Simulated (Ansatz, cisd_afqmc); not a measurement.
Species: InCl, charge 0, triplet. This triplet is an excited state, 3.2 eV above the singlet at CCSD(T)/def2-QZVPP (Ansatz, an electronic-structure program). InCl (SMILES [Cl][In], triplet).
B3LYP-D3(BJ)/def2-TZVP minimum from Ansatz:
```xyz
2

In     0.0000     0.0000    -0.6188
Cl     0.0000     0.0000     1.7837
```
Charge 0, spin multiplicity 3.

Total energies in def2-SVP, 10 correlated electrons, 14 frozen orbitals. Radicals and triplets start from unrestricted determinants; spin-orbit coupling is neglected. Cores are frozen in correlated methods (noble-gas shells, and filled d and f shells in the p block). Past Kr the def2 sets carry scalar-relativistic core potentials. The Monte Carlo rows (phaseless AFQMC, CISD trial, step 0.005/hartree) carry one-sigma bars that omit the constraint's bias. Outlying blocks are dropped, and bars are widened where a walk drifts. Over all cases where full CI ran beside it in this data, AFQMC minus full CI had a median of +0.1 mEh and passed +0.4 mEh in a tenth of the cases. Spin-orbit terms, left out, reach several kcal/mol for Br and I, and more for heavier atoms. The spin of ClIn ([Cl][In], triplet) was assumed, and the state is the lowest solution found for it.

| method | program | energy (Eh) | minus CCSDTQ (mEh) |
|---|---|---|---|
| HF | Ansatz | -648.55143 | 174.33 |
| MP2 | Ansatz | -648.70383 | 21.93 |
| CCSD | Ansatz | -648.72076 | 5.00 |
| CCSD(T) | Ansatz | -648.72478 | 0.99 |
| CCSDT(Q) | Ansatz | -648.72580 | -0.04 |
| CCSDTQ | Ansatz | -648.72576 | 0.00 |
| AFQMC/CISD | cisd_afqmc | -648.7258 ± 0.0002 | 0.0 ± 0.2 |

Rough core times of Ansatz's runs on a shared machine: CCSD(T) under 20 s, CCSDT(Q) 30 s, CCSDTQ 10 min.
